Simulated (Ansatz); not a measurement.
Mulliken charges of CH₅AlBrNSi, SMILES `C=[N][AlH][SiH2]Br` from ωB97M-V/def2-TZVPP in Ansatz (PBE0-D4/def2-TZVP geometry).

| atom | x (Å) | y (Å) | z (Å) | charge (e) |
| --- | --- | --- | --- | --- |
| C1 | 0.809 | -1.742 | -1.519 | -0.009 |
| N2 | 0.096 | -1.304 | -0.600 | -0.293 |
| Al3 | -0.851 | -0.585 | 0.674 | 0.378 |
| Si4 | -0.331 | 1.779 | 1.056 | 0.068 |
| Br5 | 1.266 | 2.405 | -0.391 | -0.224 |
| H6 | 0.497 | -1.708 | -2.573 | 0.108 |
| H7 | 1.795 | -2.194 | -1.335 | 0.108 |
| H8 | -1.913 | -1.472 | 1.439 | -0.103 |
| H9 | -1.481 | 2.698 | 0.835 | -0.016 |
| H10 | 0.196 | 2.073 | 2.417 | -0.016 |

By hand: the dipole of these point charges (1 e Å = 4.8032 D).

Σ q r = (-0.198, -0.587, -0.019) e Å, of length 0.620 e Å = 2.98 D.

How does the dipole of the full density compare? (An estimate is asked.)

Computed: (-0.070, -0.368, -0.069) e Å, 1.83 D; the point charges give 1.63 times that, at 12° from its direction.

Point charges leave out the atoms' own dipoles, such as those of lone pairs, and Mulliken's split depends on the basis, so the two needn't agree.
